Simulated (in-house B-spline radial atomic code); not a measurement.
Ionisation energies along the 13-electron series, configuration [Ne] 3s2 3p1, as differences of self-consistent energies. NIST's values go from ground level to ground level; the uncertainty of those that are theory runs from under 0.1 % in few-electron ions to several per cent in heavy many-electron ones. Computed with a B-spline radial code for spherical atoms: non-relativistic Hartree-Fock, average of the configuration, point nuclei.

This level leaves out relativity, spin-orbit splitting included, which matters for heavy ions.

| ion | configuration after | ionisation energy (eV) | IE/(q+1)² (eV) | -ε less Coulomb ΔSCF (eV) | tabulated value (eV) | computed minus tabulated (eV) |
| --- | --- | --- | --- | --- | --- | --- |
| Br22+ | [Ne] 3s2 | 956.9 | 1.8089 | 0.30538 | 963 | -6.1 |
| Kr23+ | [Ne] 3s2 | ? | ? | ? | ? | ? |
| Rb24+ | [Ne] 3s2 | 1116.6 | 1.7865 | 0.3087 | 1125 | -8.4 |
| Sr25+ | [Ne] 3s2 | ? | ? | ? | ? | ? |
| Zr27+ | [Ne] 3s2 | 1378.8 | 1.7587 | 0.31307 | 1392 | -13.2 |
| Nb28+ | [Ne] 3s2 | 1472.3 | 1.7506 | 0.31438 | 1488 | -15.7 |
| Mo29+ | [Ne] 3s2 | 1568.8 | 1.7431 | 0.31564 | 1587 | -18.2 |
| Tc30+ | [Ne] 3s2 | 1668.3 | 1.736 | 0.31684 | 1689 | -20.7 |
| Ru31+ | [Ne] 3s2 | 1770.8 | 1.7293 | 0.31798 | 1794 | -23.2 |
| Rh32+ | [Ne] 3s2 | 1876.4 | 1.723 | 0.31908 | 1903 | -26.6 |
| Pd33+ | [Ne] 3s2 | 1985.0 | 1.7171 | 0.32012 | 2016 | -31.0 |
| Ag34+ | [Ne] 3s2 | 2096.6 | 1.7115 | 0.32113 | 2131 | -34.4 |
| Cd35+ | [Ne] 3s2 | ? | ? | ? | ? | ? |
| In36+ | [Ne] 3s2 | 2328.9 | 1.7012 | 0.32301 | 2373 | -44.1 |

(1) Fill in the row of Kr23+.

(2) Fill in the row of Sr25+.

(3) Fill in the row of Cd35+.

(4) How far is this level of theory from the measured and semi-empirical values?

## Answers

(1) ionisation energy (eV): 1035.2; IE/(q+1)² (eV): 1.7973; -ε less Coulomb ΔSCF (eV): 0.30708; tabulated value (eV): 1042; computed minus tabulated (eV): -6.8.

(2) ionisation energy (eV): 1201.0; IE/(q+1)² (eV): 1.7766; -ε less Coulomb ΔSCF (eV): 0.31023; tabulated value (eV): 1211; computed minus tabulated (eV): -10.0.

(3) ionisation energy (eV): 2211.3; IE/(q+1)² (eV): 1.7062; -ε less Coulomb ΔSCF (eV): 0.32209; tabulated value (eV): 2250; computed minus tabulated (eV): -38.7.

(4) Over those 14 rows the differences run from -44.1 to -6.11 eV (mean absolute value 21 eV). The calculation leaves out relativity, correlation and, in open shells, the multiplet splittings that an average leaves out.
